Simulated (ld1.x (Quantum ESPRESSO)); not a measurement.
**Before and after: TM potential for chlorine**

ld1.x (Quantum ESPRESSO) 7.5 input, shortened:

```
&input
   title='Cl', zed=17., rel=1, dft='PBE', iswitch=3,
   config='[Ne] 3s2 3p5'
 /
 &inputp
   pseudotype=2, tm=.true., lloc=0,
   nlcc=.true., new_core_ps=.true., rcore=0.90
 /
2
3P  2  1   5.00   0.00  1.20  1.20  0.0
3S  1  0   2.00   0.00  1.35  1.35  0.0
 &test
   configts(1)='3s2 3p5'
 /
```

Change: wave 3p (bound): rc 1.20 bohr becomes 3p (bound): rc 1.32 bohr.

Cutoffs: the cutoffs (Ry, on a coarse ladder) from which the occupation-weighted sum of valence levels, in a spherical-Bessel basis at the reference potential, stays within 10 and 1 mRy of its value at 400 Ry; they do not see the model core or the augmentation charge, which bear on the density cutoff. Errors are all-electron minus pseudo energies relative to the spin-unpolarised reference configuration.

**Question.** Predict the effect on cutoff, ghosts and configuration errors.

**Answer.** The potential gets softer (60 Ry and 110 Ry → 50 Ry and 80 Ry); of the 7 tests that both files solve, the error grows in 0 and shrinks in 1 by more than 15 % and 0.3 meV (median size 6.1 → 5.0 meV); neither file shows a bound ghost. A larger radius leaves more room for a smooth pseudo-wave, so fewer plane waves are needed.

```csv
quantity,base,changed
"cutoff, loose",60 Ry,50 Ry
"cutoff, tight",110 Ry,80 Ry
bound ghosts,none,none
"error for 3s2 3p4, meV [ΔE 13.88 eV]",+3.3,+3.2
"error for 3s2 3p3, meV [ΔE 39.32 eV]",+24,+24
"error for 3s2 3p2, meV [ΔE 77.63 eV]",+81,+83
"error for 3s2 3p5.3, meV [ΔE -2.14 eV]",+0.4,+0.4
"error for 3s2 3p1, meV [ΔE 129.87 eV]",+194,+204
"error for 3s1 3p5, meV [ΔE 26.58 eV]",+6.1,+5.0
"error for 3s2 3p4.5, meV [ΔE 5.58 eV]",+0.4,+0.3
s: phases at 1.51 bohr within 0.05 rad from the reference energy up to (Ry; the scan ends near 5),to the end of the scan,to the end of the scan
p: phases at 1.51 bohr within 0.05 rad from the reference energy up to (Ry; the scan ends near 5),to the end of the scan,to the end of the scan
```
